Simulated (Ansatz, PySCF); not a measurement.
Gas-phase reaction (SMILES): [OH][Al]([OH])[F] + Cl (HCl) -> [OH][Al]([OH])[Cl] + F (HF); hydrogen chloride cleaves one Al-F bond, a model of a ligand-exchange step.

Geometries: B3LYP-D3(BJ)/def2-TZVP minima from Ansatz (a program for electronic structure), one conformer each, not searched for the lowest. Correlated levels leave the core frozen unless marked. No spin-orbit coupling. No relativistic terms. Basis-set limits of correlation are two-point, X^-3; Hartree-Fock from the larger set (for Q and 5 zeta extrapolated as (X+1)exp(-9√X)). Thermal terms are rigid-rotor harmonic-oscillator values from B3LYP-D3(BJ) frequencies (Ansatz or PySCF) at 298.15 K and 1 atm. 1 Eh = 627.5095 kcal/mol.

| species | E, CCSD(T)/CBS(cc-pV(Q+d)Z,cc-pV(5+d)Z) (Ansatz) (Eh) | E, PBE0-D4/def2-TZVPD (Ansatz + dftd4) (Eh) | H - E (Eh) |
|---|---|---|---|
| [OH][Al]([OH])[F] | -493.55796 | -493.87515 | 0.03620 |
| Cl (HCl) | -460.37772 | -460.66608 | 0.01000 |
| [OH][Al]([OH])[Cl] | -853.53481 | -854.14293 | 0.03568 |
| F (HF) | -100.39528 | -100.39487 | 0.01259 |

### Question
Work out ΔE and ΔH at 298.15 K at the first level, then ΔH at the second.

### Answer

1. ΔE = [(-853.53481) + (-100.39528)] - [(-493.55796) + (-460.37772)] = 0.00559 Eh = 3.5 kcal/mol at CCSD(T)/CBS(cc-pV(Q+d)Z,cc-pV(5+d)Z).
2. The terms H - E add up to 0.00207 Eh, so ΔH = (0.00559 + (0.00207))×627.5095 = 4.8 kcal/mol.
3. At PBE0-D4/def2-TZVPD the same steps give ΔE = 2.2 and ΔH = 3.5 kcal/mol, a shift of -1.3 from the first level.
4. These values are not checked against measurement here, since the tables used lack a sound gas-phase enthalpy of formation for at least one species.
